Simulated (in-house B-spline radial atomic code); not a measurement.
Ionisation energies along the 31-electron series, configuration [Ar] 3d10 4s2 4p1, as differences of self-consistent energies. Dirac energy differences include first-order Breit, QED and recoil terms. NIST's values go from ground level to ground level; the uncertainty of those that are theory runs from under 0.1 % in few-electron ions to several per cent in heavy many-electron ones. Computed with a B-spline radial code for spherical atoms: Dirac-Hartree-Fock, average of the configuration, finite nuclei.

```json
{"ion": "Tb34+", "configuration after": "[Ar] 3d10 4s2", "ionisation energy (eV)": "1410.1", "IE/(q+1)² (eV)": "1.1511", "Breit and QED recoil part (eV)": "-1.2007", "tabulated value (eV)": "1443", "tabulated kind": "tabulated theory", "computed minus tabulated (eV)": "-32.9"}
{"ion": "Dy35+", "configuration after": "[Ar] 3d10 4s2", "ionisation energy (eV)": "1483.6", "IE/(q+1)² (eV)": "1.1448", "Breit and QED recoil part (eV)": "-1.2891", "tabulated value (eV)": "1520", "tabulated kind": "tabulated theory", "computed minus tabulated (eV)": "-36.4"}
{"ion": "Ho36+", "configuration after": "[Ar] 3d10 4s2", "ionisation energy (eV)": "1559.0", "IE/(q+1)² (eV)": "1.1388", "Breit and QED recoil part (eV)": "-1.3818", "tabulated value (eV)": "1598", "tabulated kind": "tabulated theory", "computed minus tabulated (eV)": "-39.0"}
{"ion": "Er37+", "configuration after": "[Ar] 3d10 4s2", "ionisation energy (eV)": "1636.3", "IE/(q+1)² (eV)": "1.1332", "Breit and QED recoil part (eV)": "-1.479", "tabulated value (eV)": "1678", "tabulated kind": "tabulated theory", "computed minus tabulated (eV)": "-41.7"}
{"ion": "Tm38+", "configuration after": "[Ar] 3d10 4s2", "ionisation energy (eV)": "1715.5", "IE/(q+1)² (eV)": "1.1278", "Breit and QED recoil part (eV)": "-1.5809", "tabulated value (eV)": "1761", "tabulated kind": "tabulated theory", "computed minus tabulated (eV)": "-45.5"}
{"ion": "Yb39+", "configuration after": "[Ar] 3d10 4s2", "ionisation energy (eV)": "1796.5", "IE/(q+1)² (eV)": "1.1228", "Breit and QED recoil part (eV)": "-1.6875", "tabulated value (eV)": "1845", "tabulated kind": "tabulated theory", "computed minus tabulated (eV)": "-48.5"}
{"ion": "Lu40+", "configuration after": "[Ar] 3d10 4s2", "ionisation energy (eV)": "1879.6", "IE/(q+1)² (eV)": "1.1181", "Breit and QED recoil part (eV)": "-1.799", "tabulated value (eV)": "1933", "tabulated kind": "tabulated theory", "computed minus tabulated (eV)": "-53.4"}
{"ion": "Hf41+", "configuration after": "[Ar] 3d10 4s2", "ionisation energy (eV)": "1964.5", "IE/(q+1)² (eV)": "1.1137", "Breit and QED recoil part (eV)": "-1.9156", "tabulated value (eV)": "2022", "tabulated kind": "tabulated theory", "computed minus tabulated (eV)": "-57.5"}
{"ion": "Ta42+", "configuration after": "[Ar] 3d10 4s2", "ionisation energy (eV)": "2051.4", "IE/(q+1)² (eV)": "1.1095", "Breit and QED recoil part (eV)": "-2.0374", "tabulated value (eV)": "2113", "tabulated kind": "tabulated theory", "computed minus tabulated (eV)": "-61.6"}
{"ion": "W43+", "configuration after": "[Ar] 3d10 4s2", "ionisation energy (eV)": "2140.3", "IE/(q+1)² (eV)": "1.1055", "Breit and QED recoil part (eV)": "-2.1646", "tabulated value (eV)": "2210", "tabulated kind": "semi-empirical", "computed minus tabulated (eV)": "-69.7"}
{"ion": "Re44+", "configuration after": "[Ar] 3d10 4s2", "ionisation energy (eV)": "2231.1", "IE/(q+1)² (eV)": "1.1018", "Breit and QED recoil part (eV)": "-2.2973", "tabulated value (eV)": "2302", "tabulated kind": "tabulated theory", "computed minus tabulated (eV)": "-70.9"}
{"ion": "Os45+", "configuration after": "[Ar] 3d10 4s2", "ionisation energy (eV)": "2323.9", "IE/(q+1)² (eV)": "1.0982", "Breit and QED recoil part (eV)": "-2.4356", "tabulated value (eV)": "2400", "tabulated kind": "tabulated theory", "computed minus tabulated (eV)": "-76.1"}
{"ion": "Ir46+", "configuration after": "[Ar] 3d10 4s2", "ionisation energy (eV)": "2418.6", "IE/(q+1)² (eV)": "1.0949", "Breit and QED recoil part (eV)": "-2.5799", "tabulated value (eV)": "2500", "tabulated kind": "tabulated theory", "computed minus tabulated (eV)": "-81.4"}
```

Where a p, d or f electron is removed, the computed value is a mean over both j, so it misses the tabulated one by a part of the spin-orbit splitting; averaging over terms and missing correlation add to the gap, relatively most at low charge.
